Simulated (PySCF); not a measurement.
The same groups moved round the core (propene chloro+silyl). All species are isolated molecules in the gas phase. One relaxed conformer stands for each flexible species; it need not be the lowest. Strings in code marks are SMILES.

Level of theory: PBE-D3(BJ)/def2-TZVP // CAM-B3LYP-D3(BJ)/def2-TZVP in PySCF. All candidates: neutral, multiplicity 1. Excitations are Tamm–Dancoff values on a coarser integration grid. The basis has no diffuse functions, so Rydberg states are missing or too high.

```
Quantity               Result
-------------------  --------
S1 excitation (TDA)   5.82 eV
HOMO                 -5.94 eV
HOMO–LUMO gap         4.88 eV
```

Q: Say which member has these values.
A) `C/C=C(\[SiH3])Cl`
B) `C/C(Cl)=C/[SiH3]`
C) `[SiH3]C/C=C\Cl` (Si–C–C–C torsion 96°)
D) `C/C=C(/[SiH3])Cl`

A: C, `[SiH3]C/C=C\Cl` (Si–C–C–C torsion 96°). The others give `C/C=C(/[SiH3])Cl`: 5.84 eV, -6.20 eV, 4.84 eV; `C/C(Cl)=C/[SiH3]`: 5.95 eV, -6.33 eV, 4.74 eV; `C/C=C(\[SiH3])Cl`: 5.57 eV, -6.07 eV, 4.53 eV
